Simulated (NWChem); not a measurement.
Species: CH5BClNO; SMILES COB(N)Cl

```xyz
10

B      0.1857    -0.0939     0.0000
Cl    -0.3858    -1.7806     0.0000
O     -0.7692     0.8693     0.0000
C     -0.4357     2.2280     0.0000
H      0.1463     2.5092    -0.8967
H     -1.3645     2.8159     0.0000
H      0.1463     2.5092     0.8967
N      1.5664     0.1530     0.0000
H      2.2401    -0.5990     0.0000
H      1.9722     1.0782     0.0000
```
Atoms are numbered in this order, from 1.

All runs: NWChem. Pople sets run with spherical d functions. Coordinates come from a PBE0/def2-SVP optimisation. B3LYP is NWChem's, with the RPA form of VWN correlation. GIAO values for the isolated, static molecule; σ is the absolute isotropic shielding, δ = σ(reference) − σ with the isolated reference molecule computed at the same levels (11B: boron trifluoride, 13C: tetramethylsilane, 1H: tetramethylsilane, 17O: water).

| level | δ B1 (ppm) | σ Cl2 (ppm) | δ O3 (ppm) | δ C4 (ppm) | δ H5 (rotor mean) (ppm) | δ H9 (ppm) | δ H10 (ppm) |
|---|---|---|---|---|---|---|---|
| B3LYP/6-311G** | 16.6 | 894.7 | 100.6 | 51.9 | 3.60 | 2.44 | 2.26 |
| BHandHLYP/pcSseg-1 | 17.0 | 908.3 | 79.6 | 50.8 | 3.50 | 2.65 | 2.42 |
| Hartree-Fock/6-31G* | … | … | … | … | … | … | … |

Task: Fill in the missing entries.

Result: 
- Hartree-Fock/6-31G*, δ B1 (ppm): 18.4
- Hartree-Fock/6-31G*, σ Cl2 (ppm): 972.6
- Hartree-Fock/6-31G*, δ O3 (ppm): 35.9
- Hartree-Fock/6-31G*, δ C4 (ppm): 46.3
- Hartree-Fock/6-31G*, δ H5 (rotor mean) (ppm): 3.40
- Hartree-Fock/6-31G*, δ H9 (ppm): 2.11
- Hartree-Fock/6-31G*, δ H10 (ppm): 2.04
